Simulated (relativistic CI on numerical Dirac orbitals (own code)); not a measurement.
# Cs¹²⁺: sensitivity of the levels to the model

Base calculation: Dirac-Coulomb-Breit CI, KLI orbitals optimised for each configuration, model QED (radiative potential, 1s self-energy scaled to tabulated hydrogen-like ionisation energies), unscaled Slater integrals.

Configuration list (outside the closed core [Ar] 3d10): 4s²4p⁶4d⁷, 4s²4p⁵4d⁸, 4s²4p⁶4d⁶4f, 4s²4p⁶4d⁶5s, 4s4p⁶4d⁸, 4s²4p⁶4d⁶5p, 4s²4p⁵4d⁷4f, 4s²4p⁶4d⁵4f5s, 4s²4p⁶4d⁶5d, 4s²4p⁶4d⁵5s5p, 4s4p⁶4d⁷4f, 4s²4p⁶4d⁶6s, 4s²4p⁶4d⁶5f, 4s²4p⁵4d⁷5s, 4s²4p⁶4d⁶6p, 4s²4p⁶4d⁶5g, 4s²4p⁶4d⁶7s, 4s²4p⁶4d⁶6f, 4s²4p⁶4d⁶7p, 4s²4p⁶4d⁵5s², 4s²4p⁶4d⁴4f5s², 4s²4p⁶4d⁴5s²5p, 4s²4p⁵4d⁵4f5s², 4p⁶4d⁹, 4p⁵4d¹⁰, 4p⁵4d⁹4f, 4p⁶4d⁸5s, 4p⁵4d⁹5s, 4p⁵4d⁸4f5s. Double excitations out of closed p, d and f shells are left out; levels of such configurations are missing from the list, as are those of other unlisted configurations, and high levels can miss mixing partners.

Variants: (1) valence Slater integrals scaled by 0.9; (2) QED terms removed; (3) configuration mixing switched off. Shifts of the energy above 4s²4p⁶4d⁷ ⁴F9/2, in cm⁻¹, for the lowest level and the first level of each name with at least 55 % of one term (blank where a level changes its place among those of its configuration and J or its character, or is not in the variant):

| Level | Base | Δ(1) | Δ(2) | Δ(3) |
| --- | --- | --- | --- | --- |
| 4s²4p⁶4d⁷ ⁴F9/2 | 0 | 0 | 0 | 0 |
| 4s²4p⁶4d⁷ ⁴F7/2 | 15856 | +205 | -52 | -241 |
| 4s²4p⁶4d⁷ ⁴F5/2 | 21559 | -621 | -48 | -705 |
| 4s²4p⁶4d⁷ ²G9/2 | 36141 | -2247 | -37 | +629 |
| 4s²4p⁶4d⁷ ⁴P5/2 | 36411 | -2265 | -39 | -938 |
| 4s²4p⁶4d⁷ ⁴P1/2 | 42947 | -2529 | -48 | -352 |
| 4s²4p⁶4d⁷ ²H11/2 | 47414 | -3050 | -47 | +1609 |
| 4s²4p⁶4d⁷ ²G7/2 | 49501 | -2617 | -66 | +234 |
| 4s²4p⁶4d⁷ ²D5/2 | 59759 | -3387 | -74 | -1973 |
| 4s²4p⁶4d⁷ ²H9/2 | 64796 | -2875 | -103 | +1018 |
| 4s²4p⁶4d⁷ ²P1/2 | 65174 | -2817 | -100 | +202 |
| 4s²4p⁶4d⁷ ²F5/2 | 72959 | -5769 | -40 | +579 |
| 4s²4p⁶4d⁷ ²D3/2 | 80826 | -3871 | -121 | -613 |
| 4s²4p⁶4d⁷ ²F7/2 | 82555 | -5350 | -79 | +641 |
| 4s²4p⁵4d⁸ ⁴G°11/2 | 712759 | +4649 | +173 | -3212 |
| 4s²4p⁵4d⁸ ⁴F°9/2 | 718045 | +4960 | +127 |  |
| 4s²4p⁵4d⁸ ²F°7/2 | 730220 | +3602 | +142 |  |
| 4s²4p⁶4d⁶5s ⁶D9/2 | 734211 | -1684 | -788 | -23841 |
| 4s²4p⁶4d⁶5s ⁶D7/2 | 743175 | -1740 | -812 | -23816 |
| 4s²4p⁶4d⁶5s ⁶D5/2 | 746701 | -2101 | -814 | -23798 |
| 4s²4p⁶4d⁶5s ⁶D3/2 | 750272 | -2018 | -826 | -23788 |
| 4s²4p⁶4d⁶5s ⁶D1/2 | 752643 | -1848 | -837 | -23795 |

At this charge transitions that keep the count of f electrons are usually good to a few per cent. Terms inside the open d or f shell come out 10 to 20 % too wide with unscaled integrals. Levels and lines within the n = 5 or 6 shells can be off by up to 10 % or somewhat more, and those that change n by about 2 %, since core polarisation is missing. Levels that differ in their count of f electrons can be misplaced by several ten thousand cm⁻¹, since the correlation energy of f electrons is missing or only estimated; rates across such gaps can be off by orders of magnitude.

Ionisation energy from one configuration of each of the two ions, the ground ones as tabulated or assumed: base 289.19 eV; valence Slater integrals scaled by 0.9 289.398 eV. The NIST ASD value (theoretical) is 289 ± 3 eV.

LS names give the leading component of a level, which can be under half, so a name can repeat, a term be missing and a line seem to break the LS rules.
